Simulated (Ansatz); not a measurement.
Consider the substitution at a C–C bond: `CCC(O)=S` + `O[SiH](F)S[SiH2]Cl` → `CO[SiH](F)S[SiH2]Cl` + `CC(O)=S`.

Isolated molecules relaxed with PBE0-D4/def2-TZVP in Ansatz; ΔE leaves out vibrations. CBS: MP2 limit from def2 TZ/QZ plus the TZ coupled-cluster correction, frozen cores. DFT in def2-TZVPP. Each species was taken in one conformer, which may not be the lowest.

| species | ωB97M-V energy (Eh) |
| --- | --- |
| `CCC(O)=S` | -591.32452 |
| `O[SiH](F)S[SiH2]Cl` | -1615.08498 |
| `CO[SiH](F)S[SiH2]Cl` | -1654.36927 |
| `CC(O)=S` | -552.02981 |

(1) Work out ΔE.

Largest T1 diagnostic among the species: 0.017.

Results:

(1) ΔE = (-1654.36927) + (-552.02981) − (-591.32452) − (-1615.08498) = 0.01042 Eh = +27.4 kJ/mol. CCSD(T)/CBS gives +31.3 kJ/mol.

In def2-TZVPP, CCSD(T) changes the Hartree–Fock value by +14.9 kJ/mol (the triples alone add +1.1 kJ/mol) and MP2 by +19.7 kJ/mol.
